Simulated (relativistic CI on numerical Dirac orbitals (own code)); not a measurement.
Method of calculation: Dirac-Coulomb-Breit CI, separate exchange-only KLI orbitals for each configuration, model QED, unscaled Slater integrals (own radial code, finite nucleus).

The strongest absorption lines from the ground level of an ion, among the configurations computed and to levels below about 118 eV (vacuum wavelength in Å, gf): 107.13 (0.027), 107.16 (0.014), 120.62 (0.051), 120.68 (0.026), 159.61 (0.14), 159.86 (0.071), 700.45 (0.8), 713.83 (0.39).

Which ion is it?
A. Ti11+
B. Ar9+
C. Ar5+
D. Ar7+

D. Ar7+ has 11 electrons and the ground level 3s 2S_1/2; the strongest line goes to 3p 2P°_3/2. The pattern of lines fixes the number of electrons, and along that sequence the line energies rise steadily with the charge (about as its square where n changes within one kind of shell, about linearly where n is kept but much faster in heavy ions where fine structure, which grows about as Z⁴, sets the gap, and irregularly where shells cross), which fixes Z. Configurations outside the model, such as inner-shell arrays, can give stronger lines. At this charge configurations can still be misplaced by up to about 7 % of their energy. 24 of the 24 excited levels that our extract of the measured tables holds in this range could be paired (the sources list more); they are missed by 3089 cm⁻¹ on average and 4518 at most, and levels without a partner can miss by more.
